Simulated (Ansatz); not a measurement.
```yaml
crystal:
  periodic: [true, true, true]
  atoms:
    - {symbol: N, position_ang: [-0.661763, 0.992876, -0.208399]}
    - {symbol: Mo, position_ang: [0.376756, -0.562872, 0.113532]}
    - {symbol: S, position_ang: [2.355959, -0.151849, -0.435251]}
    - {symbol: S, position_ang: [-0.405155, -2.121555, -1.046837]}
    - {symbol: Cl, position_ang: [0.288458, -1.116883, 2.296443]}
    - {symbol: H, position_ang: [-0.274587, 1.925379, -0.233779]}
    - {symbol: H, position_ang: [-1.618368, 0.966804, -0.531410]}
basis:
  gaussian: {orbitals: x2c-TZVPPall}
magnetization: {spin_polarized: true, initial_magnetization: 2}
hamiltonian: {xc: {name: SVWN5}}
```

```sh
$ ansatz run in.yaml --threads 4 --pin off --events-out ev --progress --plain --max-ram 10444MiB
```

It prints (some lines left out):

```
Error: YAML parse error: error: line 2 column 3: crystal: missing field `lattice` (a structure is typed as `lattice` and `atoms`, a molecule's as `atoms` in Å alone, or read from a run's directory, `checkpoint`)
 --> <input>:2:3
1 | crystal:
2 |   periodic: [true, true, true]
3 |   atoms:
4 |     - {symbol: N, position_ang: [-0.661763, 0.992876, -0.208399]}
```

In this input the molecule is marked periodic without a cell. The input was rejected before any iteration.
